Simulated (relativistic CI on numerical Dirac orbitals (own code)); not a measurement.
Calculated at this level of theory: Dirac-Coulomb-Breit CI, separate exchange-only KLI orbitals for each configuration, model QED (radiative potential, 1s self-energy scaled to tabulated hydrogen-like ionisation energies), unscaled Slater integrals (own radial code, finite nucleus).

The strongest absorption lines from the ground level of an ion, among the configurations computed and to levels below about 382 eV (vacuum wavelength in Å, gf): 70.539 (0.74), 72.918 (6.3), 73.735 (3.1), 74.121 (2.1), 81.990 (0.1), 92.962 (1.4), 94.287 (0.8), 97.133 (0.44).

Q: Which ion is it?
A. Pr XXV
B. Tb XXXI
C. Pm XXVII
D. Eu XXIX

A: D. Eu XXIX has 35 electrons and the ground level 4s2.4p5 2P°_3/2; the strongest line goes to 4s2.4p4.4d 2D_5/2. The pattern of lines fixes the number of electrons, and along that sequence the line energies rise steadily with the charge (about as its square where n changes within one kind of shell, about linearly where n is kept but much faster in heavy ions where fine structure, which grows about as Z⁴, sets the gap, and irregularly where shells cross), which fixes Z. Configurations outside the model, such as inner-shell arrays, can give stronger lines. At this charge energies of transitions that change n are usually good to better than 1 %, and those within a shell (Δn = 0) to a few per cent.

LS names give the leading component of a level, which can be under half, so a name can repeat, a term be missing and a line seem to break the LS rules.
